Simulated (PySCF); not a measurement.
Gas-phase reaction: Ga(OH)3 + 2 GaH3 ⇌ 3 GaH + 3 H2O

Energies from PySCF, thermal terms from the rigid-rotor harmonic-oscillator model, ideal gas at 1 bar. † marks an energy on the PBE0/def2-TZVP geometry and frequencies; other levels use their own. 6-31G* has spherical d functions here. All species are closed-shell singlets. Ga: all electrons, no relativistic terms. Ga(OH)3, GaH3, GaH: computed as isolated molecules; such fragments, hydroxides, amides, oligomers or adducts are transient or little studied in the gas.

| level | ΔH°(298 K), kJ |
|---|---|
| HF/6-31G* | ? |
| PBE0/def2-SVP† | 432 |
| r2SCAN/def2-TZVP† | 456 |
| LDA/def2-TZVP† | ? |
| ωB97M-V/def2-TZVP† | 390 |

Question: What belongs in the gaps?

Answer: 
- HF/6-31G*, ΔH°(298 K), kJ: 384
- LDA/def2-TZVP†, ΔH°(298 K), kJ: 484
